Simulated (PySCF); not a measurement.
Partial charges of `C=CC[P@@](=C)(C)C=C`

Compound: C7H13P.
SMILES with atom numbers: `[CH2:1]=[CH:2][CH2:3][P@@:4](=[CH2:5])([CH3:6])[CH:7]=[CH2:8]` (hydrogens: H9, H10 on C1; H11 on C2; H12, H13 on C3; H14, H15 on C5; H16, H17, H18 on C6; H19 on C7; H20, H21 on C8)

Cartesian coordinates in Å at the GFN2-xTB level; atoms count from 1:
```
atom  x, y, z in Å
C1     3.004    0.409   -0.090
C2     1.874    0.964   -0.500
C3     0.846    0.261   -1.304
P4    -0.651   -0.435   -0.338
C5    -1.951   -1.366   -0.917
C6     0.189   -1.350    0.998
C7    -1.267    1.071    0.447
C8    -2.556    1.232    0.692
H9     3.720    0.948    0.508
H10    3.257   -0.609   -0.336
H11    1.656    1.992   -0.241
H12    1.272   -0.611   -1.812
H13    0.411    0.922   -2.060
H14   -2.499   -0.852   -1.704
H15   -1.610   -2.345   -1.249
H16    0.904   -0.709    1.512
H17    0.709   -2.207    0.572
H18   -0.578   -1.698    1.687
H19   -0.530    1.818    0.717
H20   -3.258    0.465    0.408
H21   -2.951    2.117    1.165
```

Density: PBE0/pcSseg-1 (PySCF); schemes: Mulliken, IAO, Hirshfeld and ESP-fitted. Geometry: GFN2-xTB, one conformer, isolated molecule.

Problem. At which atom do the 4 schemes differ most?

Solution. At P4: from +0.371 (Hirshfeld) to +1.179 e (IAO), 0.808 e apart.

Problem. Do the Mulliken, IAO, Hirshfeld and ESP-fitted schemes agree on where the charge is lowest?

Solution. All schemes agree: Mulliken C5 (-0.559); IAO C5 (-0.922); Hirshfeld C5 (-0.323); ESP-fitted C5 (-1.047).

Problem. Give the atomic charges in each scheme.

Solution. In e:

```
atom                     environment  Mulliken     IAO  Hirshfeld  ESP-fitted
  C1            terminal =CH2 carbon    -0.143  -0.328     -0.102      -0.588
  C2                alkene CH carbon    -0.251  -0.136     -0.039      +0.165
  C3  sp3 carbon bound to phosphorus    -0.339  -0.503     -0.119      -0.656
  P4        phosphorus bonded to 4 C    +0.427  +1.179     +0.371      +0.711
  C5      carbon bonded to P and 2 H    -0.559  -0.922     -0.323      -1.047
  C6  sp3 carbon bound to phosphorus    -0.396  -0.640     -0.158      -0.667
  C7                alkene CH carbon    -0.416  -0.390     -0.095      -0.133
  C8            terminal =CH2 carbon    -0.074  -0.262     -0.068      -0.353
  H9                vinylic hydrogen    +0.119  +0.153     +0.047      +0.198
 H10                vinylic hydrogen    +0.109  +0.143     +0.045      +0.234
 H11                vinylic hydrogen    +0.115  +0.142     +0.045      +0.089
 H12              methylene hydrogen    +0.151  +0.151     +0.043      +0.215
 H13              methylene hydrogen    +0.161  +0.157     +0.043      +0.195
 H14                  hydrogen on C5    +0.113  +0.139     +0.010      +0.259
 H15                  hydrogen on C5    +0.115  +0.141     +0.012      +0.270
 H16                 methyl hydrogen    +0.154  +0.164     +0.041      +0.187
 H17                 methyl hydrogen    +0.145  +0.159     +0.051      +0.224
 H18                 methyl hydrogen    +0.166  +0.176     +0.052      +0.204
 H19                vinylic hydrogen    +0.129  +0.150     +0.044      +0.128
 H20                vinylic hydrogen    +0.153  +0.173     +0.046      +0.198
 H21                vinylic hydrogen    +0.122  +0.156     +0.054      +0.168
```

Mean size of the charges over all atoms: ESP-fitted 0.328 e, IAO 0.303 e, Mulliken 0.207 e, Hirshfeld 0.086 e. Each set sums to the total charge, 0, to within 0.001 e. The IAO scheme counts the electrons in orthogonalised intrinsic atomic orbitals, a minimal basis polarised so that it spans the occupied orbitals exactly.

Problem. How many electrons does the Mulliken scheme count on C5?

Solution. Z − q = 6 − (-0.559) = 6.559.

Problem. Sum the charges by element, for elements with more than one atom.

Solution. 
```tsv
element	atoms	Mulliken	IAO	Hirshfeld	ESP-fitted
C	7	-2.178	-3.181	-0.905	-3.278
H	13	+1.751	+2.002	+0.534	+2.567
```

Problem. How closely do the schemes follow one another over all atoms?

Solution. Correlation coefficient and root-mean-square difference: IAO with Hirshfeld 0.99, 0.288 e; Mulliken with IAO 0.93, 0.204 e; IAO with ESP-fitted 0.92, 0.162 e; Hirshfeld with ESP-fitted 0.90, 0.301 e; Mulliken with Hirshfeld 0.90, 0.143 e; Mulliken with ESP-fitted 0.87, 0.229 e.

These values come from a run that also computed NMR shieldings. Time: 37 s wall. Hardware: one thread of an x86-64 server, shared host.
